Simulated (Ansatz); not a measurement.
`C#C[O][SbH2]` + HI → `[SbH2][I]` + `C#CO` at 298.15 K and 1 bar (ligand exchange at the Sb–O bond).

Calculated with Ansatz (gas phase, PBE0-D4/def2-TZVP geometries, no zero-point term in ΔE). CBS: MP2 limit from def2 TZ/QZ plus the TZ coupled-cluster correction, frozen cores. This one scheme is used for every species. def2 core potentials past Kr. For I, Sb outer-core shells are correlated without core-valence functions, which leaves a few kJ/mol of doubt a bond. One conformer a species, not always the lowest.

```
       species  CCSD(T)/CBS energy (Eh)  H − E (kJ/mol)  S (J/(mol·K))
`C#C[O][SbH2]`               -392.99526           112.0          323.6
            HI               -298.03592            22.7          206.5
   `[SbH2][I]`               -538.67582            49.0          298.5
        `C#CO`               -152.38380            96.3          247.0
```

H − E and S are ideal-gas, rigid-rotor, harmonic terms from PBE0-D4/def2-TZVP, for one conformer and one mirror image of each species. 1 Eh = 2625.50 kJ/mol, R = 8.31446 J/(mol·K).

By hand: ΔE, ΔH, ΔS and ΔG.

ΔE = (-538.67582) + (-152.38380) − (-392.99526) − (-298.03592) = -0.02844 Eh = -74.7 kJ/mol. Δ(H − E) = 49.0 + 96.3 − 112.0 − 22.7 = 10.6, so ΔH = -64.1 kJ/mol. ΔS = 298.5 + 247.0 − 323.6 − 206.5 = 15.4 J/(mol·K). ΔG = -64.1 − 298.15 × (15.4)/1000 = -68.7 kJ/mol.

By hand: the equilibrium constant, and the temperature at which ΔG would vanish if ΔH and ΔS stayed fixed.

log₁₀ K = −ΔG/(RT ln 10) = 12.0. ΔH and −TΔS have one sign here, so there is no such temperature.

ΔH outweighs TΔS. A doubt of 5 kJ/mol in ΔE shifts log₁₀ K by 0.9 here. Other conformers and mirror images would add mixing entropy, several J/(mol·K) or more a flexible species. These are equilibria of isolated gas molecules and say nothing of rates. Largest T1 diagnostic: 0.015 (customary marks: 0.02 for closed shells, 0.045 for open ones).
